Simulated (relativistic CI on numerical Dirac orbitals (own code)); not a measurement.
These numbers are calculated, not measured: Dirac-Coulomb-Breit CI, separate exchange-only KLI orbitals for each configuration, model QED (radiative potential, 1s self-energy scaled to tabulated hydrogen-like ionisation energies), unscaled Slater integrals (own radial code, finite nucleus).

CI space (outside the closed core [Ne]): 3s²3p⁶3d⁹, 3s²3p⁵3d¹⁰, 3s3p⁶3d¹⁰, 3s²3p⁶3d⁸4s, 3s²3p⁶3d⁸4p, 3s²3p⁴3d¹⁰4s, 3s²3p⁶3d⁸4d, 3s²3p⁴3d¹⁰4p, 3s²3p⁵3d⁹4s, 3s²3p⁶3d⁸4f, 3s²3p⁴3d¹⁰4d, 3s3p⁵3d¹⁰4s, 3s²3p⁵3d⁹4p, 3s3p⁵3d¹⁰4p, 3s²3p⁶3d⁷4s², 3s²3p⁵3d⁹4d, 3s3p⁶3d⁹4s, 3s3p⁵3d¹⁰4d, 3s²3p⁶3d⁷4s4p, 3p⁶3d¹⁰4s, 3s²3p⁵3d⁹4f, 3s²3p⁶3d⁸5s, 3s²3p⁶3d⁷4p², 3s²3p⁶3d⁷4s4d, 3s3p⁶3d⁹4p, 3s²3p⁶3d⁸5p, 3p⁶3d¹⁰4p, 3s²3p⁵3d⁸4s², 3s²3p⁶3d⁸5d, 3s²3p⁶3d⁷4p4d, 3p⁶3d¹⁰4d, 3s²3p⁶3d⁸5f, 3s3p⁶3d⁹4d, 3s²3p⁶3d⁸5g, 3s²3p⁵3d⁸4s4p, 3s²3p⁶3d⁷4d². Levels of other configurations are missing.

At this charge energies of transitions that change n are usually good to better than 1 %, and those within a shell (Δn = 0) to a few per cent.

Outline of the computed level scheme of Re XLIX. Lowest level of each configuration: 3s²3p⁶3d⁹ ²D5/2 at 0.00 eV; 3s²3p⁵3d¹⁰ ²P°3/2 at 462.20 eV; 3s3p⁶3d¹⁰ ²S1/2 at 1035.51 eV; 3s²3p⁶3d⁸4s ⁴F9/2 at 1665.94 eV; 3s²3p⁶3d⁸4p ⁴D°7/2 at 1763.93 eV.

Some strong electric-dipole decays among the lowest 45 levels: 3s²3p⁶3d⁸4p ²D°3/2 → 3s²3p⁶3d⁹ ²D3/2 (1.1e+13 s⁻¹); 3s²3p⁶3d⁸4p ²P°3/2 → 3s²3p⁶3d⁹ ²D5/2 (1.1e+13 s⁻¹); 3s²3p⁶3d⁸4p ²D°5/2 → 3s²3p⁶3d⁹ ²D5/2 (8.7e+12 s⁻¹); 3s²3p⁶3d⁸4p ²D°5/2 → 3s²3p⁶3d⁹ ²D5/2 (8.2e+12 s⁻¹); 3s²3p⁶3d⁸4p ²F°7/2 → 3s²3p⁶3d⁹ ²D5/2 (7.5e+12 s⁻¹); 3s²3p⁶3d⁸4p ²F°7/2 → 3s²3p⁶3d⁹ ²D5/2 (6.7e+12 s⁻¹); 3s²3p⁵3d¹⁰ ²P°1/2 → 3s²3p⁶3d⁹ ²D3/2 (6.5e+12 s⁻¹); 3s²3p⁶3d⁸4p ⁴D°3/2 → 3s²3p⁶3d⁹ ²D5/2 (6.1e+12 s⁻¹).

LS names give the leading component of a level, which can be under half, so a name can repeat, a term be missing and a line seem to break the LS rules.
